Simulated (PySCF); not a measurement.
# Spectroscopy problems

[PySCF 2.14: coordinates at the GFN2-xTB level; PBE0/pcSseg-1 with gauge-including orbitals; one conformer; no solvent; no relativistic terms; averaged over atoms made equivalent by symmetry, fast rotation or ring inversion]

Shifts are taken against calculated references (same method and geometry level): 1H (σ = 31.72 ppm) and 13C (σ = 186.93 ppm) vs TMS. Splittings of carbon signals by F and P are missing where no couplings were computed. Where no couplings were computed, multiplicities follow the n + 1 count of equivalent neighbours, and m marks all less simple cases (inequivalent or close neighbours, rings, F or P nearby). Shifts are as computed. Against solution values, carbons near 30 ppm lie about +3 ppm off and those near 130 ppm about +5 ppm. Of 1211 compounds with measured shifts, 218 miss one by over three times the rms of a fit or turn the order of signals round; such compounds aren't used in these exercises.

**Question.** C₂H₁₃NOSi₄. 1H NMR (400 MHz, computed): δ 5.06 (s, 2H), 4.83 (s, 6H), 4.05 (t, 3H), 2.78 (q, 2H). 13C{1H} NMR (computed): δ 250.3 (C), 37.8 (CH2). Identify the compound.

**Answer.** SMILES O=C(C[SiH3])[SiH2]N([SiH3])[SiH3]. Rings plus π bonds: 1 (no ring in the answer). 2 carbon signals for 2 carbons: no two carbons are equivalent. Carbon types of the structure: 1 × C, 1 × CH2, leaving 11 H on heteroatoms. δC 250.3: carbonyl carbon. δC 37.8: sp3 CH2 bonded to Si, α to a carbonyl; the adjacent C=O deshields it moderately. δH 5.06: hydrogen on a silicon bonded to C, N. δH 2.78: hydrogen on an sp3 CH2 bonded to Si, α to a carbonyl; α to C=O.

The shifts were computed for this structure.

**Question.** C₈H₁₅P. 1H NMR (300 MHz, computed): δ 1.97 (m, 2H), 1.83 (m, 2H), 1.69 (m, 2H), 1.64 (m, 2H), 1.60 (m, 2H), 1.44 (m, 2H), 1.38 (m, 1H), -0.10 (m, 2H). 13C{1H} NMR (computed): δ 45.9 (CH), 36.0 (CH2), 32.7 (CH2), 26.1 (CH2), 1.5 (CH2). Give a structure.

**Answer.** SMILES C=[P@]12CCC[C@H]1CCC2. 5 carbon signals for 8 carbons: some carbons are equivalent by symmetry or fast rotation. Carbon types of the structure: 1 × CH, 7 × CH2, which accounts for all hydrogens. δC 45.9: sp3 CH bonded to P. δC 36.0, 26.1: sp3 CH2 in a ring; a saturated carbon with 2 carbon neighbours and no heteroatom attached. δH 1.83, 1.69: hydrogen on an sp3 CH2 bonded to P. δH -0.10: hydrogen on a carbon double-bonded to a heavier main-group atom.

The shifts were computed for this structure.
